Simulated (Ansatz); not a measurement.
Species: C$_{2}$H$_{2}$N, charge 0, doublet. C2H2N (SMILES [C-]#[N+][CH2], doublet).
B3LYP-D3(BJ)/def2-TZVP minimum from Ansatz (a quantum-chemistry and plane-wave program):
```xyz
5

C     -1.1003     0.1172     0.1136
N      0.2172    -0.0231    -0.0224
C      1.3859    -0.1476    -0.1430
H     -1.6290    -0.5396     0.7877
H     -1.6054     0.8842    -0.4538
```
Charge 0, spin multiplicity 2.

Hartree-Fock and CCSD correlation energies in hartree (Ansatz). UHF or UKS for unpaired electrons; spin-orbit terms are left out. Cores are frozen in correlated methods. No relativity. The UHF reference of C2H2N ([C-]#[N+][CH2], doublet) is spin-contaminated (<S^2> up to 0.08 over the pure value in the sets run).

```tsv
basis	X	E(HF)	E(corr, CCSD)
cc-pVTZ	3	-131.31713	-0.48503
cc-pVQZ	4	-131.32595	-0.51079
cc-pV5Z	5	-131.32786	withheld
```

### Question
Fit E(corr) = E∞ + A/X³ to X = 3 and 4, predict X = 5, and compare with the run.

### Answer
A = (-0.48503 - (-0.51079))/(1/27 - 1/64) = 1.2031; E∞ = -0.51079 - A/64 = -0.52959; at X = 5, E∞ + A/125 = -0.51996. The run gave -0.51921, 0.75 mEh above the prediction. The same form on X = 4 and 5 gives E∞ = -0.52804, 1.54 mEh above the first estimate.
